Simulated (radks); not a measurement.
All-electron atom: the thallium ion Tl35+ in [Kr] 4d10.

Method: scalar-relativistic Kohn-Sham, PBEsol, spin-polarised, spherical densities, finite nucleus; Fermi nuclear charge, rms radius 5.4759 fm; computed with a radial shooting solver on a logarithmic mesh with Libxc functionals.

Energy parts (hartree):
total: -19566.6842
kinetic: 22107.9795
electron-nucleus: -46328.3200
Hartree: 4969.7481
exchange-correlation: -316.0918

Orbitals (lengths in bohr, moments of r in powers of bohr; <r^-3> diverges for s and p1/2):
| orbital | occ. | eigenvalue (hartree) | <r> | <r^4> | <r^-3> |
|---|---|---|---|---|---|
| 1s | 2 | -3194.920 | 0.01633 | 3.762e-07 | - |
| 2s | 2 | -611.1108 | 0.06880 | 0.00005464 | - |
| 2p | 6 | -532.9941 | 0.06238 | 0.00004498 | 28100 |
| 3s | 2 | -184.8053 | 0.1768 | 0.001914 | - |
| 3p | 6 | -162.2642 | 0.1782 | 0.002103 | 6572 |
| 3d | 10 | -139.0518 | 0.1613 | 0.001596 | 802.4 |
| 4s | 2 | -76.17860 | 0.3682 | 0.03255 | - |
| 4p | 6 | -68.16857 | 0.3841 | 0.03954 | 1944 |
| 4d | 10 | -59.16757 | 0.3872 | 0.04334 | 227.3 |

The highest occupied level is 4d at -1610.0 eV. The density falls to 0.001 e/bohr^3 at r = 1.08 bohr. The electron density at the nucleus is 2.715e+06 e/bohr^3 (large components only).
